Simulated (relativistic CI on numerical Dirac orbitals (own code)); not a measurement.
**Ir³⁵⁺: q coefficients and field-shift factors**

Method of calculation: Dirac-Coulomb-Breit CI, orbitals from a KLI potential per configuration, derivatives by finite differences, unscaled Slater integrals, QED left out (own radial code, finite nucleus).

CI space (outside the closed core [Ar] 3d10): 4s²4p⁶4d⁶, 4s²4p⁶4d⁵4f, 4s²4p⁴4d⁸, 4s4p⁶4d⁷, 4p⁶4d⁸, 4s²4p⁶4d⁵5s, 4s²4p⁶4d⁴5s², 4s4p⁶4d⁶5s. Levels of other configurations are missing.

With x = (α/α₀)² − 1 an excitation energy changes as ω = ω₀ + qx; K = 2q/ω₀ is the relative enhancement. Terms are leading LS components, so labels can repeat. The field-shift factor is F = δν/δ⟨r²⟩ for the transition from the lowest level.

Lowest level 4s²4p⁶4d⁶ ³F4.

| Level | ω₀ (cm⁻¹) | q (cm⁻¹) | F (GHz/fm²) |
| --- | --- | --- | --- |
| 4s²4p⁶4d⁶ ³P2 | 22403 | 1677 | -0.809 |
| 4s²4p⁶4d⁶ ³P0 | 74893 | 19860 | 0.8 |
| 4s²4p⁶4d⁶ ⁵D3 | 147096 | 177000 | 5.51 |
| 4s²4p⁶4d⁶ ⁵D4 | 157557 | 165500 | 5.51 |
| 4s²4p⁶4d⁶ ⁵D1 | 161105 | 177900 | 5.36 |
| 4s²4p⁶4d⁶ ³G5 | 187754 | 167600 | 5.73 |
| 4s²4p⁶4d⁶ ³H6 | 191083 | 167700 | 6.03 |
| 4s²4p⁶4d⁶ ³F2 | 203702 | 171200 | 4.52 |
| 4s²4p⁶4d⁶ ³D3 | 209963 | 173400 | 5.51 |
| 4s²4p⁶4d⁶ ³P0 | 241039 | 163100 | 4.83 |
| 4s²4p⁶4d⁶ ³D2 | 251445 | 189100 | 6.16 |
| 4s²4p⁶4d⁶ ³P1 | 251697 | 179600 | 5.68 |
| 4s²4p⁶4d⁶ ¹G4 | 255001 | 180300 | 6.29 |

At this charge energies of transitions that change n are usually good to better than 1 %, and those within a shell (Δn = 0) to a few per cent. Terms inside the open d or f shell come out 10 to 20 % too wide with unscaled integrals.

Task: Which transition from the lowest level has the largest |K|?

Result: 4s²4p⁶4d⁶ ⁵D3 at 147096 cm⁻¹, K = 2.41.
